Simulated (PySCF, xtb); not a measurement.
F3OTa, SMILES [O]=[Ta]([F])([F])[F] (connectivity only; charge and spin as stated), charge +1, multiplicity 2.

Harmonic wavenumbers (cm⁻¹) from xtb 6.7.1 with GFN2-xTB at its own minimum, in rising order: 112, 113, 137, 139, 140, 439, 453, 453, 534.

### Question
What does PBE-D3(BJ)/def2-SVP (PySCF) give at its own minimum? (Estimate from the structure and the level; the computed values follow.)

### Answer
63, 142, 169, 180, 190, 693, 749, 754, 756. Paired by order, the mean absolute difference is 142 cm⁻¹ and the zero-point energies are 3.6 and 5.3 kcal/mol.
